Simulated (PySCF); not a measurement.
A GIAO shielding run with PySCF 2.14.0 with density-fitted response routines (density fitting, non-relativistic, gas phase) on `[F][Al@H-]([CH3])[NH3+]`, CH₇AlFN:

```
$ OMP_NUM_THREADS=1 python probes_run.py task.json out

{"job": {"kind": "nmr", "xc": "WP04", "basis": "pcSseg-2", "pop": false}, "charge": 0, "multiplicity": 1}
C     -1.593943    -0.407957    -0.064786
Al    -0.112966     0.874731    -0.197315
N      1.532782    -0.319140     0.145693
F      0.143857     1.874103     1.148138
H     -1.619217    -0.921073     0.912736
H     -1.550145    -1.186212    -0.847320
H     -2.571823     0.089817    -0.179920
H      0.301633     1.539835    -1.594962
H      1.441637    -0.810800     1.036269
H      1.693207    -1.018368    -0.580550
H      2.370851     0.261915     0.204630
```

Hardware: 1 thread of an Arm Neoverse V2, shared host.

(1) How large is the calculation?

(2) How long does it take, and how much memory does it need?

(3) And these other runs on the same molecule and hardware: GIAO shielding at B3LYP/pcSseg-2; GIAO shielding at B97-D/pcSseg-2; GIAO shielding at BLYP/pcSseg-2; GIAO shielding at BP86/pcSseg-2; GIAO shielding at HF/pcSseg-2; GIAO shielding at KT2/pcSseg-2?

Answers

(1) 42 electrons, 249 basis functions and 679 auxiliary functions.

(2) 16 s of wall time, with 13 SCF cycles and 3 response iterations; peak memory 0.89 GiB. Times on a shared host scatter by some tens of per cent.

(3) B3LYP/pcSseg-2: 249 functions, 17 s; B97-D/pcSseg-2: 249 functions, 25 s; BLYP/pcSseg-2: 249 functions, 24 s; BP86/pcSseg-2: 249 functions, 24 s; HF/pcSseg-2: 249 functions, 8.8 s; KT2/pcSseg-2: 249 functions, 24 s.
